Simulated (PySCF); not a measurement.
## Lu⁶⁷⁺: ionisation energy

Lu⁶⁷⁺ [He] 2s2 (1S) → Lu⁶⁸⁺ [He] 2s1 (2S), as a difference of total energies. All numbers are calculated (PySCF 2.14, the spin-free X2C one-electron Hamiltonian (Gaussian nucleus), in an uncontracted even-tempered set (18 s from 47 bohr⁻², ratio 2.2; 8 p from 71 bohr⁻², ratio 2.4; 5 d from 210 bohr⁻², ratio 2.4; 5 f from 320 bohr⁻², ratio 2.4; 4 g from 480 bohr⁻², ratio 2.4)). Correlated levels: nothing frozen; virtual orbitals above 40 to 60 times the deepest correlated orbital energy dropped. The calculations carry no spin-orbit coupling.

```tsv
method	ionisation energy (eV)
UHF	17631.5
LDA	17622.2
PBE	17639.9
PBE0	17638.2
r2SCAN	17628.8
B97-3	17635.8
B3LYP	17636.9
MP2 (all electrons)	17636.4
SCS-MP2 (all electrons)	17637.4
```

**Question.** How much does correlation contribute at MP2 (all electrons)?

**Answer.** 17636.4 − (17631.5) = 4.9 eV, measured against UHF.

For this ion Breit and QED terms and the two-electron picture change, all absent here, outweigh the differences among the correlated methods.

For comparison: 17610 ± 40 eV (theoretical estimate listed by NIST; NIST Atomic Spectra Database, ionization energies).
